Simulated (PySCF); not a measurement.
# Os: ionisation energy

Os [Xe] 4f14 5d6 6s2 (5D) → Os⁺ [Xe] 4f14 5d6 6s1 (6D), as a difference of total energies. Computed with PySCF 2.14 in x2c-TZVPPall, with scalar relativity by spin-free X2C-1e. Correlated levels: valence: [Xe] 4f14 frozen. The calculations carry no spin-orbit coupling.

| method | ionisation energy (eV) | plus first-order spin-orbit estimate | error of that sum (eV) |
| --- | --- | --- | --- |
| UHF | 6.551 | 6.544 | -1.894 |
| LDA | 8.881 | 8.875 | +0.437 |
| PBE | 8.443 | 8.437 | -0.001 |
| PBE0 | 8.158 | 8.152 | -0.286 |
| r2SCAN | 8.208 | 8.202 | -0.236 |
| LC-wPBE | 7.904 | 7.898 | -0.540 |
| r2SCAN0 | 8.042 | 8.036 | -0.402 |
| revPBE | 8.289 | 8.283 | -0.155 |
| MP2 (valence) | 8.010 | 8.003 | -0.435 |
| SCS-MP2 (valence) | 8.219 | 8.213 | -0.225 |

Reference: 8.438 eV (measured; NIST Atomic Spectra Database, ionization energies).

A first-order spin-orbit estimate (lowest level to lowest level, LS coupling) adds -0.006 eV.

Errors of the correlated levels include the incompleteness of this basis and the frozen core.

MP2 underrates the near-degeneracy of ns² with np² in the lower species.
